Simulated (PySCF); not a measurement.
Isomers of C3H12OSSi2, one GFN2-xTB conformer each. Single-point energies are computed at PBE0/pcSseg-1 (PySCF, gas phase, no added dispersion term), electronic only.

Question: Rank them by PBE0/pcSseg-1 energy, lowest first (kJ/mol).
A. `[CH3:1][S:2][SiH2:3][O:4][CH2:5][CH2:6][SiH3:7]` with C1–S2–Si3–O4 -178°, S2–Si3–O4–C5 -173°, Si3–O4–C5–C6 128°, O4–C5–C6–Si7 -60°
B. `[CH3:1][SiH2:2][CH2:3][S:4][Si@H:5]([CH3:6])[OH:7]` with C1–Si2–C3–S4 175°, Si2–C3–S4–Si5 79°, C3–S4–Si5–C6 154°, S4–Si5–O7–H 167°
C. `[CH3:1][CH2:2][SiH2:3][Si@@H:4]([OH:5])[S:6][CH3:7]` with C1–C2–Si3–Si4 179°, C2–Si3–Si4–O5 -53°, Si3–Si4–O5–H 158°, Si3–Si4–S6–C7 67°

Answer: B (0.0), C (47.2), A (132.5).

As drawn, the lowest has an O–H bond, which the highest lacks. GFN2-xTB itself gives, in the same order: 46.0, 45.1, 0.0. GFN2-xTB puts CS[SiH2]OCC[SiH3] lowest instead; measured from each level's own lowest isomer, the values differ by up to 132.5 kJ/mol (CS[SiH2]OCC[SiH3]: 0.0 against 132.5).

Which frontier levels, dipoles and rotational constants go with these structures?

```tsv
SMILES	HOMO (eV, PBE0/pcSseg-1)	LUMO (eV)	dipole (D)	A, B, C (MHz)
C[SiH2]CS[Si@H](C)O	-6.44	0.33	2.51	2990, 686.7, 623.7
CC[SiH2][Si@@H](O)SC	-6.66	-0.41	0.60	1972, 766.1, 662.7
CS[SiH2]OCC[SiH3]	-6.74	-0.04	2.11	2869, 631.5, 574.9
```
